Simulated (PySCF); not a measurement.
thiourea cation (CH4N2S), SMILES NC(=S)N (connectivity only; charge and spin as stated), charge +1, multiplicity 2. Atoms are numbered in the order given.

```xyz
8

N      0.0000     1.1595    -1.0265
C      0.0000     0.0000    -0.3826
N      0.0000    -1.1595    -1.0265
S      0.0000     0.0000     1.3629
H      0.0000     1.2078    -2.0433
H      0.0000     2.0444    -0.5268
H      0.0000    -1.2078    -2.0433
H      0.0000    -2.0444    -0.5268
```
Charge +1, spin multiplicity 2.

Coordinates come from a B3LYP-D3(BJ)/def2-SVP optimisation. A frequency run showed that this geometry is not a minimum. The spin state was assumed, not searched. One conformer was computed; it need not be the lowest.

Method: PBE/pcH-1 run with PySCF.

Unrestricted Kohn–Sham, ⟨S²⟩ = 0.753. Hyperfine tensors hold the contact and dipolar terms, without spin-orbit corrections.

Computed hyperfine couplings:
| nucleus | A(iso) (MHz) | A(iso) (G) | dipolar principal values (MHz) |
|---|---|---|---|
| 14N no. 1 | 10.5 | 3.7 | -1.3, -0.6, 1.9 |
| 13C no. 2 | -22.8 | -8.1 | -3.3, 1.2, 2.2 |
| 14N no. 3 | 10.5 | 3.7 | -1.3, -0.6, 1.9 |
| 33S no. 4 | 0.8 | 0.3 | -93.4, -90.7, 184.1 |
| 1H no. 5 | 15.6 | 5.6 | -2.2, -1.6, 3.7 |
| 1H no. 6 | 0.8 | 0.3 | -5.1, -2.7, 7.8 |
| 1H no. 7 | 15.6 | 5.6 | -2.2, -1.6, 3.7 |
| 1H no. 8 | 0.8 | 0.3 | -5.1, -2.7, 7.8 |
